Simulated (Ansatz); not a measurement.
Z-matrix (Å, degrees):
```
Zr
Cl 1 2.313
Br 1 2.470 2 109.5
Br 1 2.470 2 109.5 3 120.1
Cl 1 2.313 2 109.4 3 -119.9
```

Total charge 0; spin multiplicity 1. Zr: def2 effective core potential.

Task: List the ωB97M-V/def2-TZVPP orbital energies in eV (Ansatz 0.2.0). (Estimate.)

Result: Ansatz gave: Occupied: -13157.22, -13157.22, -2772.48, -2772.48, -1709.55, -1709.55, -1537.72, -1537.72, -1537.71, -1537.71, -1537.71, -1537.71, -262.89, -262.89, -242.40, -242.40, -200.30, -200.30, -200.26, -200.26, -200.26, -200.26, -181.99, -181.99, -181.94, -181.94, -181.94, -181.94, -75.38, -75.38, -75.36, -75.36, -75.36, -75.36, -75.32, -75.32, -75.32, -75.32, -63.92, -40.16, -40.13, -40.09, -25.87, -25.69, -24.53, -24.40, -13.62, -13.47, -13.08, -12.91, -12.87, -12.72, -12.32, -12.28, -11.99, -11.47, -11.33, -11.15. Lowest empty: -0.73, -0.71, -0.12, -0.05, -0.01, 0.74, 1.61, 1.61.
